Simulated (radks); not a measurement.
Zn III, configuration [Ar] 3d10. All-electron calculation, scalar-relativistic Kohn-Sham, revPBE, spin-polarised, spherical densities, finite nucleus; Fermi nuclear charge, rms radius 3.9283 fm. Program: a radial shooting solver on a logarithmic mesh with Libxc functionals.

Unscreened Slater integrals over Kohn-Sham orbitals (cm^-1). They are taken over the spin-up orbitals.

| integral | value |
|---|---|
| F0(3d,3d) | 233510 |
| F2(3d,3d) | 106150 |
| F4(3d,3d) | 65681 |
| F0(3d,3p) | 253160 |
| F2(3d,3p) | 118130 |
| G1(3d,3p) | 145950 |
| G3(3d,3p) | 88207 |
| F0(3d,3s) | 258110 |
| G2(3d,3s) | 110330 |
| F0(3d,2p) | 331110 |
| F2(3d,2p) | 63792 |
| G1(3d,2p) | 47954 |
| G3(3d,2p) | 27259 |
| F0(3p,3p) | 278110 |
| F2(3p,3p) | 138630 |
| F0(3p,3s) | 283880 |
| G1(3p,3s) | 187640 |
| F0(3p,2p) | 378890 |
| F2(3p,2p) | 75560 |
| G0(3p,2p) | 29048 |
| G2(3p,2p) | 30637 |
| F0(3s,3s) | 290170 |
| F0(3s,2p) | 386950 |
| G1(3s,2p) | 31571 |
| F0(2p,2p) | 1010800 |
| F2(2p,2p) | 477100 |
